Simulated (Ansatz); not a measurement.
cyanomethylboronic acid (C2H4BNO2), SMILES N#CCB(O)O.

Geometry: B3LYP-D3(BJ)/def2-SVP. The values are those of a single conformer.

Two levels are set side by side: PBE/def2-SVPD (Ansatz, an electronic-structure program) and PBE0/def2-SVPD (Ansatz). Energy differences of separate SCF runs at the same geometry; the states with an electron removed or added have multiplicity 2 and 2. Differences are taken from unrounded values.

```csv
quantity,PBE
vertical ionisation energy (eV),11.13
vertical singlet–triplet gap (eV),6.67
```

Problem. These are the PBE values. What does PBE0 give? (Estimate from the structure and the level; the computed values follow.)

Solution. 
```json
[
 {"quantity": "vertical ionisation energy (eV)", "PBE0": "11.64", "PBE minus PBE0": "-0.51"},
 {"quantity": "vertical singlet–triplet gap (eV)", "PBE0": "6.53", "PBE minus PBE0": "0.13"}
]
```
